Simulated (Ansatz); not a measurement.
Mulliken charges of `CB(C)I` from ωB97M-V/def2-TZVPP in Ansatz (PBE0-D4/def2-TZVP geometry).

```csv
atom,x (Å),y (Å),z (Å),charge (e)
C1,-0.424,1.193,-0.605,-0.317
B2,-0.272,-0.311,-0.250,0.003
C3,0.707,-0.862,0.828,-0.338
I4,-1.488,-1.752,-1.294,-0.060
H5,-1.135,1.428,-1.395,0.113
H6,-0.712,1.739,0.303,0.117
H7,0.560,1.596,-0.878,0.116
H8,1.293,-0.078,1.313,0.104
H9,0.158,-1.415,1.597,0.131
H10,1.396,-1.589,0.385,0.131
```

Problem. By hand: the dipole of these point charges (1 e Å = 4.8032 D).

Solution. Σ q r = (0.175, 0.166, 0.161) e Å, of length 0.290 e Å = 1.39 D.

Problem. How does the dipole of the full density compare? (Best estimate.)

Solution. Computed: (0.236, 0.266, 0.207) e Å, 1.98 D; the point charges give 0.70 times that, at 5° from its direction.

Point charges leave out the atoms' own dipoles, such as those of lone pairs, and Mulliken's split depends on the basis, so the two needn't agree.
